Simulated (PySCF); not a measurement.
# Radial density of Sb (antimony, neutral)

PBEsol, [Kr] 4d10 5s1 5p4, high-spin 4P determinant (an excited configuration). All numbers are calculated (PySCF 2.14, scalar relativity through the core potential, in aug-cc-pVTZ-PP with ECP28MDF (6s5p4d2f, 55 functions)). This is the valence pseudo-density: the core potential removes the inner electrons and smooths the orbitals near the nucleus.

| r (bohr) | 4πr²ρ (e/bohr) | 4πr²(ρα − ρβ) |
| --- | --- | --- |
| 0.00430 | 2.379e-05 | 0.0000 |
| 0.00723 | 6.239e-05 | 0.0000 |
| 0.0122 | 0.0001462 | 0.0000 |
| 0.0204 | 0.0002854 | 0.0000 |
| 0.0344 | 0.0004869 | 0.0000 |
| 0.0578 | 0.0008168 | 0.0001 |
| 0.0973 | 0.003276 | 0.0001 |
| 0.164 | 0.03419 | 0.0002 |
| 0.275 | 0.5443 | 0.0055 |
| 0.463 | 8.177 | 0.1377 |
| 0.779 | 24.59 | 0.1245 |
| 1.31 | 8.815 | 0.4572 |
| 2.20 | 2.806 | 1.5132 |
| 3.71 | 0.8465 | 0.4328 |
| 6.23 | 0.04931 | 0.0124 |
| 10.5 | 0.0002648 | -0.0001 |

Energies and moments cover only the electrons outside the core potential.
